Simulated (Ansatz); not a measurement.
Geometry optimisation, RKS PBE-D4/def2-SVP in Ansatz.

Input file:

```yaml
crystal:
  periodic: [false, false, false]
  atoms:
    - { symbol: Ga, position_ang: [0.025039, -0.69182, -0.438048] }
    - { symbol: H, position_ang: [0.022045, 0.118496, 2.208985] }
    - { symbol: Cl, position_ang: [1.866098, 0.25614, -0.967729] }
    - { symbol: Cl, position_ang: [-1.851057, 0.188392, -0.962492] }
    - { symbol: Cl, position_ang: [0.062394, -2.67396, 0.540716] }
    - { symbol: H, position_ang: [0.025081, -0.590447, 2.057569] }
basis:
  gaussian: { orbitals: def2-SVP }
hamiltonian:
  xc: pbe
  dispersion: d4
relax:
  f_tol: 0.03
  max_steps: 50
```

Command:

```bash
$ ansatz run input.yaml --threads 2 --pin off --max-ram 3072MiB --backend cpu --events-out ev --progress --plain --runs-dir out
```

**Question.** Where does it end, and by what steps?

**Answer.** It converged. The force dipped under the threshold on the way, but the program's further checks kept it going. After 6 steps the energy has fallen by 0.119 eV; Cl5 moved furthest, 0.30 Å.

| step | energy less start (eV) | largest force component (eV/Å) | accepted |
| --- | --- | --- | --- |
| 0 | 0.0000 | 1.863 | yes |
| 1 | -0.0983 | 0.355 | yes |
| 2 | -0.1051 | 0.359 | yes |
| 3 | -0.1142 | 0.191 | yes |
| 4 | -0.1178 | 0.029 | yes |
| 5 | -0.1183 | 0.046 | yes |
| 6 | -0.1188 | 0.014 | yes |

```xyz
6
Properties=species:S:1:pos:R:3
Ga 0.027 -0.779 -0.363
H 0.015 0.280 1.984
Cl 1.859 0.236 -0.810
Cl -1.842 0.170 -0.803
Cl 0.065 -2.825 0.281
H 0.026 -0.475 2.150
```

The run took 14 s on 2 threads of Intel(R) Xeon(R) Platinum 8259CL CPU @ 2.50GHz (Skylake/Cascade Lake), with other jobs on the host, peak memory 0.17 GiB.
